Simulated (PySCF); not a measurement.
TeC and its ions

RHF-CCSD(T); Te def2-SVPD with ECP28, C def2-SVPD; scalar-relativistic core potentials (PySCF 2.14). Neutral (RHF): singlet (closed shell), Re = 1.924 Å, ωe = 823 cm⁻¹, De = 4.44 eV.

TeC⁻ (ROHF): doublet (π ↑), Re = 2.035 Å, ωe = 643 cm⁻¹. The energies at the minima are -304.97878 hartree for TeC and -305.00122 for TeC⁻.

Task: Work out the adiabatic electron affinity, without and with harmonic zero-point energies (1 hartree = 27.2114 eV, 1 eV = 8065.5 cm⁻¹), and the change of the bond length.

Result: At CCSD(T): 0.02244 hartree = 0.611 eV between the minima; the zero-point term (823.0 − 643.0)/2 cm⁻¹ = +0.011 eV makes it 0.622 eV. Re changes by +11.1 pm against the neutral. The electron enters a π orbital, and the longer bond of the ion fits an antibonding orbital, or a change in how ionic the bond is.

Correlated steps freeze 5 core orbitals. Correlated levels converge slowly with the basis: in double zeta they bind strong bonds too weakly, by up to about 1 eV, and carry superposition errors of some tenths. These are scalar-relativistic numbers at best; spin–orbit coupling would shift them, the dissociation energy most. Where the molecule has an RHF reference, its open-shell atoms are computed with UHF. The CCSD T1 diagnostic is raised in TeC, TeC⁻, a sign that a single reference may not be enough there. States were picked by a PBE0 search and need not be the measured ground states.
